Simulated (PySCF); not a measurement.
Species: [RuN(OH)4]- (charge -1 and singlet state).
Bonds: Ru1–N2, Ru1–O3, Ru1–O5, Ru1–O7, Ru1–O9. Hydrogens: H4 on O3; H6 on O5; H8 on O7; H10 on O9.

The calculation used PySCF 2.14.0, PBE0-D3(BJ)/def2-SVP geometry optimisation, gas phase, def2 core potentials past Kr.

Q: How far are the bound atoms from Ru1?

A: 5 atoms: N2 1.584 Å, O3 1.932 Å, O9 1.952 Å, O7 1.963 Å, O5 1.964 Å. The nearest atom not counted as bound is H4, at 2.32 Å.

Q: List the angles at Ru1.

A: 
```tsv
angle	degrees	distance of the outer atoms (Å)
O5–Ru1–O9	144.4	3.73
O3–Ru1–O7	140.9	3.67
N2–Ru1–O7	109.6	2.91
N2–Ru1–O3	109.4	2.88
N2–Ru1–O9	108.5	2.88
N2–Ru1–O5	107.1	2.86
O5–Ru1–O7	86.3	2.69
O3–Ru1–O5	85.3	2.64
O7–Ru1–O9	82.8	2.59
O3–Ru1–O9	82.2	2.55
```

Q: What is the shape at Ru1?

A: Square pyramidal: τ5 = (β − α)/60° = 0.06 from the two widest angles, 144.4° and 140.9° (0 for a square pyramid, 1 for a trigonal bipyramid). The Ru–O distances aren't all alike: 1.932 to 1.964 Å.

Q: What are the other bond lengths?

A: O3–H4 and 3 like bonds 0.967 Å.

Q: What are the rotational constants (commonest isotopes, rigid rotor)?

A: A = 2876, B = 2748, C = 2111 MHz: an asymmetric top.

Charge -1, singlet. The geometry's basis has no diffuse functions, a weakness for an anion. PBE0-D3(BJ)/def2-SVP frequencies: not computed here.

Time: 2.7 min of wall time; peak memory 0.48 GiB. Hardware: Arm Neoverse N1, one thread, shared host with 64 logical CPUs at a one-minute load of 59. These figures are those of the optimisation.
